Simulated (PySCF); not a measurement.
CH₅FO₂Si₂, SMILES O1CO[Si@@H]([SiH2]1)F.

Geometry optimised at PBE0-D3(BJ)/def2-SVP. The structure was generated by enumeration; whether it is a known compound was not checked. One conformer was computed; it need not be the lowest.

Method: PBE/def2-TZVP (PySCF).

Isolated molecule, no solvent.

```yaml
total_energy: -870.05616 hartree
highest_occupied_level: -6.62 eV
lowest_empty_level: -1.26 eV
orbital_gap: 5.36 eV
dipole_moment: 1.01 D
quadrupole, principal values (traceless, Buckingham form, about the centre of nuclear charge): -6.49, -0.13, 6.62 D·Å
mean_static_polarisability: 69.2 bohr³ (10.26 Å³)
polarisability_principal_values: 59.8, 71.8, 76.0 bohr³
```
